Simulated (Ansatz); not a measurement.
A single point on `[F][Ta]([Cl])([Cl])([Cl])[Cl]`.

```yaml
crystal:
  periodic: [false, false, false]
  atoms:
    - {symbol: F, position_ang: [-0.834356, 0.140538, -1.709654]}
    - {symbol: Ta, position_ang: [-0.017785, -0.006227, -0.057920]}
    - {symbol: Cl, position_ang: [-2.061174, -0.733045, 0.764722]}
    - {symbol: Cl, position_ang: [0.999141, -1.921934, 0.614646]}
    - {symbol: Cl, position_ang: [1.928436, 0.738328, -1.076890]}
    - {symbol: Cl, position_ang: [0.027837, 1.718242, 1.418796]}
basis:
  gaussian: {orbitals: def2-QZVPP}
correlation: {method: mp2}
```

```sh
$ ansatz run in.yaml --threads 4 --pin off --events-out ev --progress --plain --max-ram 11315MiB
```

It prints (some lines left out):

```
Functional definition: HF
2505 factors; integrals over basis functions are off by at most 7.9e-4 eV
mean field evaluation 1: about -54261.1981 eV, gradient 5.2e1 eV
mean field evaluation 2: about -54261.4915 eV, gradient 5.2e1 eV
mean field evaluation 4: about -54267.5598 eV, gradient 3.1e0 eV
mean field evaluation 8: about -54267.6247 eV, gradient 5.0e-1 eV
mean field evaluation 16: about -54267.6264 eV, gradient 2.0e-6 eV
mean field -54267.62642131 eV, -1994.2984870650 hartree, gradient 2.0e-6 eV, S^2 0.000000; 0 other end points of the search recorded, 0 dependent functions left out
21 core orbitals not correlated: weight in the atoms' cores, before any rotation towards them, 1.000 or more for the frozen orbitals, at most 0.000 for the correlated occupied ones
reference -54267.62642131 eV, -1994.2984870650 hartree; 24, 24 occupied and 373, 373 virtual orbitals, 2505 factors
second order -42.69132440 eV of doubles, -0.00000000 eV of singles
Total energy: -54310.31774571 eV, -1995.8673642994 hartree
```

Run time 19 s (4 threads of an Arm Neoverse V2 on a shared host); peak host memory 2.2 GiB.
